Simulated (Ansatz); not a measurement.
`O=CB(F)F` + HI → `FB(F)I` + `C=O` at 700 K and 1 bar (ligand exchange at a B–C bond).

Calculated with Ansatz (gas phase, PBE0-D4/def2-TZVP geometries, no zero-point term in ΔE). CCSD(T)/CBS is the MP2 limit (def2-TZVPP, def2-QZVPP) plus CCSD(T) − MP2 in def2-TZVPP, frozen cores. This one scheme is used for every species. Elements past krypton have def2 core potentials. For I outer-core shells are correlated without core-valence functions, which leaves a few kJ/mol of doubt a bond. Each species was taken in one conformer, which may not be the lowest.

```tsv
species	CCSD(T)/CBS energy (Eh)	H − E (kJ/mol)	S (J/(mol·K))
`O=CB(F)F`	-338.29791	125.4	381.2
HI	-298.03592	34.6	231.7
`FB(F)I`	-521.96394	66.3	352.6
`C=O`	-114.39408	97.4	254.3
```

H − E and S are ideal-gas, rigid-rotor, harmonic terms from PBE0-D4/def2-TZVP, for one conformer and one mirror image of each species. 1 Eh = 2625.50 kJ/mol, R = 8.31446 J/(mol·K).

Problem. By hand: ΔE, ΔH, ΔS and ΔG.

Solution. ΔE = (-521.96394) + (-114.39408) − (-338.29791) − (-298.03592) = -0.02419 Eh = -63.5 kJ/mol. Δ(H − E) = 66.3 + 97.4 − 125.4 − 34.6 = 3.7, so ΔH = -59.8 kJ/mol. ΔS = 352.6 + 254.3 − 381.2 − 231.7 = -6.0 J/(mol·K). ΔG = -59.8 − 700 × (-6.0)/1000 = -55.6 kJ/mol.

Problem. By hand: the equilibrium constant, and the temperature at which ΔG would vanish if ΔH and ΔS stayed fixed.

Solution. log₁₀ K = −ΔG/(RT ln 10) = 4.1. ΔG = 0 at ΔH/ΔS = 9967 K, far beyond where these terms or the molecules hold.

The number of gas molecules stays the same, so ΔS is small and ΔH decides. A doubt of 5 kJ/mol in ΔE shifts log₁₀ K by 0.4 here. Other conformers and mirror images would add mixing entropy, several J/(mol·K) or more a flexible species. These are equilibria of isolated gas molecules and say nothing of rates. Largest T1 diagnostic: 0.015 (customary marks: 0.02 for closed shells, 0.045 for open ones).
